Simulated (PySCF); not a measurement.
C3H12OSi2, SMILES CO[SiH2][SiH2]CC (GFN2-xTB optimised geometry):

```
18

C      1.402    -2.572    -0.586
C      1.948    -1.535     0.389
Si     1.343     0.230     0.000
Si    -0.954     0.230     0.000
O     -1.222     1.834     0.000
C     -2.447     2.494    -0.012
H      1.706    -2.334    -1.603
H      1.772    -3.568    -0.347
H      0.315    -2.595    -0.553
H      3.037    -1.564     0.365
H      1.657    -1.815     1.403
H      1.942     0.605    -1.295
H      1.983     1.119     0.986
H     -1.639    -0.391     1.152
H     -1.637    -0.383    -1.157
H     -3.022     2.230    -0.902
H     -2.257     3.568    -0.012
H     -3.037     2.234     0.871
```

Level of theory: B3LYP/def2-SVP run with PySCF.

Task: What are the frontier orbital energies and the dipole moment?

Result: HOMO-2 -8.28 eV, HOMO-1 -7.66 eV, HOMO -7.54 eV, LUMO -0.26 eV, LUMO+1 0.57 eV; dipole moment 0.87 D.

On the same geometry PBE/def2-SVP (PySCF) gives HOMO-2 -7.15 eV, HOMO-1 -6.50 eV, HOMO -6.35 eV, LUMO -0.97 eV, LUMO+1 -0.14 eV; dipole moment 0.80 D.

Meta-Löwdin charges at B3LYP/def2-SVP: C1 -0.27, C2 -0.38, Si3 0.40, Si4 0.64, O5 -0.60, C6 -0.06, H7 0.09, H8 0.09, H9 0.08, H10 0.10, H11 0.09, H12 -0.10, H13 -0.09, H14 -0.13, H15 -0.13, H16 0.09, H17 0.11, H18 0.09.
